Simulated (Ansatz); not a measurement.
C2H8OSi2 (`C=C([SiH3])[SiH2]O`). Total charge 0; spin multiplicity 1. The structure was optimised at the PBE0-D4/def2-TZVP level. It is one conformer, not always the lowest.

```xyz
13

C     0.733    0.726    1.224
C     0.141   -0.063    0.320
Si    0.387   -1.909    0.414
Si   -0.913    0.710   -1.008
O    -0.811    2.355   -0.997
H     0.616    1.808    1.209
H     1.354    0.331    2.026
H     1.095   -2.407   -0.797
H     1.189   -2.239    1.623
H    -0.924   -2.611    0.483
H    -2.342    0.386   -0.779
H    -0.491    0.160   -2.328
H    -0.034    2.753   -1.390
```

(1) What is the dipole moment at PBE/def2-TZVPP? (Estimate.)

(2) And with r2SCAN, B3LYP, ωB97M-V? (Best estimate.)

(3) Give the Mulliken charges with PBE, r2SCAN, B3LYP in def2-TZVPP. (An estimate is asked.)

Answers

(1) Computed: 1.54 D, with components (1.38, 0.68, -0.07) D in this frame, pointing from negative to positive charge.

(2) The calculation gave: r2SCAN 1.58 D, B3LYP 1.56 D, ωB97M-V 1.61 D.

(3) Ansatz gave: 
```tsv
atom	PBE	r2SCAN	B3LYP
C1	-0.18	-0.11	-0.19
C2	-0.10	-0.25	-0.18
Si3	0.18	0.30	0.26
Si4	0.39	0.51	0.48
O5	-0.36	-0.42	-0.40
H6	0.09	0.08	0.11
H7	0.09	0.08	0.11
H8	-0.05	-0.07	-0.07
H9	-0.06	-0.08	-0.07
H10	-0.05	-0.07	-0.06
H11	-0.07	-0.08	-0.08
H12	-0.08	-0.10	-0.09
H13	0.19	0.20	0.18
```

B3LYP here is the variant with VWN-RPA as its local correlation; programs differ in this.
